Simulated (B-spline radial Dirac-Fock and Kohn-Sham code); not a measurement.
How the levels of cesium move as electrons are removed

The computed values come from an atomic code on a B-spline grid: relaxed Dirac-Fock hole states (ΔSCF) with Breit and QED corrections and a finite nucleus. Each ion is free and in its tabulated ground configuration. Correlation and solid-state effects are left out.

Reference: Cs⁸⁺, [Kr] 4d10 5s1, with 2s 5842.1 eV, 2p3/2 5133.7 eV, 3s 1339.4 eV, 3p1/2 1189.0 eV, 4p1/2 300.2 eV, Kα1 (K-L3) 30971.7 eV, Kβ1 (K-M3) 34984.5 eV, Lℓ (L3-M1) 3794.3 eV. Shifts from it, in eV (a dash: the subshell is empty, belongs to an open shell averaged over j, or its hole state is left out as unreliable):

```
  ion  configuration      2s   2p3/2      3s   3p1/2   4p1/2    Kα1    Kβ1     Lℓ
 Cs⁹⁺      [Kr] 4d10   +19.7   +19.8   +19.3   +19.4   +18.4  +0.50  +0.92  +0.45
Cs¹⁰⁺       [Kr] 4d9   +52.6   +52.7   +50.9   +51.0   +45.0  +0.35  +2.21  +1.86
Cs¹¹⁺       [Kr] 4d8   +86.9   +87.0   +83.6   +83.7   +72.3  +0.21  +3.71  +3.46
Cs¹²⁺       [Kr] 4d7  +122.4  +122.6  +117.3  +117.5  +100.3  +0.09  +5.44  +5.27
Cs¹³⁺       [Kr] 4d6  +159.3  +159.4  +152.1  +152.4  +128.9  -0.01  +7.41  +7.29
```

Over this range L1 (2s) moves by +159.3 eV and Kα1 by 0.0 eV: a line is a difference of two levels that shift in the same direction.
